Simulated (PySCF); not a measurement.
Part of a log for 2-hexanone, `CCCCC(C)=O`: ground state, then the species with a core hole.

Level of theory: delta-SCF UKS SCAN, pcX-2 on the ionised atom, pcseg-1 elsewhere, spin-free X2C (PySCF 2.14.0). The program numbers atoms from 0. The cycles run on a coarse integration grid; for E(ground) and E(ion) the exchange–correlation energy is redone on a finer one, so they differ from the last cycle, and only they enter the binding energy.

Atom n of the output is atom n + 1 of `[CH3:1][CH2:2][CH2:3][CH2:4][C:5]([CH3:6])=[O:7]`.

```
ground state, core basis on atom 5 (C), 189 functions
  cycle   1  E = -311.03194405  |g| = 5.93e-02
  cycle   2  E = -311.03180884  |g| = 3.41e-02
  cycle   3  E = -311.03172120  |g| = 4.07e-02
  cycle   4  E = -311.03202170  |g| = 1.16e-02
  cycle   5  E = -311.03205082  |g| = 3.72e-04
  cycle   6  E = -311.03205137  |g| = 1.23e-04
  E(ground) = -311.04902259 Eh
hole in C 1s of atom 5
  cycle   1  E = -299.78070235  |g| = 1.50e+00
  cycle   2  E = -298.98119177  |g| = 1.92e+00
  cycle   3  E = -300.15969950  |g| = 6.62e-01
  cycle   4  E = -300.21758446  |g| = 5.48e-01
  ...
  cycle   8  E = -300.33811876  |g| = 3.12e-03
  cycle   9  E = -300.33812433  |g| = 1.07e-03
  cycle  10  E = -300.33812483  |g| = 4.88e-04
  E(ion) = -300.35413493 Eh   <S^2> = 0.7677   hole on atom = 1.000
```

Problem. What is the C 1s binding energy of atom 5?

Solution. (-300.354135 − (-311.049023)) Eh × 27.2114 eV/Eh = 291.02 eV, for the methyl carbon next to a carbonyl.

```
ground state, core basis on atom 4 (C), 189 functions
  cycle   1  E = -311.03849818  |g| = 5.85e-02
  cycle   2  E = -311.03846932  |g| = 2.07e-02
  cycle   3  E = -311.03840479  |g| = 2.74e-02
  cycle   4  E = -311.03855679  |g| = 9.91e-03
  cycle   5  E = -311.03857368  |g| = 5.71e-04
  cycle   6  E = -311.03857526  |g| = 1.92e-04
  E(ground) = -311.05559447 Eh
hole in C 1s of atom 4
  cycle   1  E = -299.70647960  |g| = 1.51e+00
  cycle   2  E = -297.02833797  |g| = 2.50e+00
  cycle   3  E = -299.98346305  |g| = 7.08e-01
  cycle   4  E = -300.09412241  |g| = 6.44e-01
  ...
  cycle  12  E = -300.26334217  |g| = 1.51e-03
  cycle  13  E = -300.26334183  |g| = 7.89e-04
  cycle  14  E = -300.26334291  |g| = 1.71e-04
  E(ion) = -300.27876760 Eh   <S^2> = 0.8453   hole on atom = 1.000
```

Problem. What is the C 1s binding energy of atom 4?

Solution. (-300.278768 − (-311.055594)) Eh × 27.2114 eV/Eh = 293.25 eV, for the ketone carbonyl carbon.

```
ground state, core basis on atom 6 (O), 189 functions
  cycle   1  E = -311.06091930  |g| = 9.60e-02
  cycle   2  E = -311.05996443  |g| = 7.93e-02
  cycle   3  E = -311.05982538  |g| = 8.40e-02
  cycle   4  E = -311.06112459  |g| = 7.13e-03
  cycle   5  E = -311.06113665  |g| = 7.89e-04
  cycle   6  E = -311.06113880  |g| = 1.98e-04
  E(ground) = -311.07579390 Eh
hole in O 1s of atom 6
  cycle   1  E = -290.47393728  |g| = 2.22e+00
  cycle   2  E = -288.72555158  |g| = 2.43e+00
  cycle   3  E = -290.87625472  |g| = 8.63e-01
  cycle   4  E = -291.24994796  |g| = 3.90e-01
  ...
  cycle   8  E = -291.30640613  |g| = 1.57e-03
  cycle   9  E = -291.30640789  |g| = 7.83e-04
  cycle  10  E = -291.30640768  |g| = 3.46e-04
  E(ion) = -291.32199507 Eh   <S^2> = 0.7651   hole on atom = 1.000
```

Problem. What is the O 1s binding energy of atom 6?

Solution. (-291.321995 − (-311.075794)) Eh × 27.2114 eV/Eh = 537.53 eV, for the ketone oxygen.

```
ground state, core basis on atom 3 (C), 189 functions
  cycle   1  E = -311.03262264  |g| = 5.91e-02
  cycle   2  E = -311.03256976  |g| = 2.51e-02
  cycle   3  E = -311.03260934  |g| = 2.17e-02
  cycle   4  E = -311.03270995  |g| = 7.47e-03
  cycle   5  E = -311.03272035  |g| = 4.03e-04
  E(ground) = -311.04971140 Eh
hole in C 1s of atom 3
  cycle   1  E = -299.77762785  |g| = 1.51e+00
  cycle   2  E = -298.71112704  |g| = 2.11e+00
  cycle   3  E = -300.16627022  |g| = 6.63e-01
  cycle   4  E = -300.20620848  |g| = 5.91e-01
  ...
  cycle   9  E = -300.34663081  |g| = 1.42e-03
  cycle  10  E = -300.34663271  |g| = 6.10e-04
  cycle  11  E = -300.34663360  |g| = 1.75e-04
  E(ion) = -300.36280188 Eh   <S^2> = 0.7697   hole on atom = 1.000
```

Problem. What is the C 1s binding energy of atom 3?

Solution. (-300.362802 − (-311.049711)) Eh × 27.2114 eV/Eh = 290.81 eV, for the sp3 carbon next to a carbonyl.

The ground state is recomputed for each atom, because the flexible core basis sits on the ionised atom alone; energies of different blocks can't be mixed. One conformer (not necessarily the lowest) at the PBE0-D3(BJ)/def2-SVP geometry, without solvent, vibrations or thermal averaging.

The run took 60 s on Arm Neoverse V2, one thread, no GPU (shared host).

Conformer computed: `[CH3:1][CH2:2][CH2:3][CH2:4][C:5]([CH3:6])=[O:7]`: C1–C2–C3–C4 180°, C2–C3–C4–C5 180°, C3–C4–C5–C6 180°.
Labels such as C1 count atoms from 1, the log's own numbers from 0.
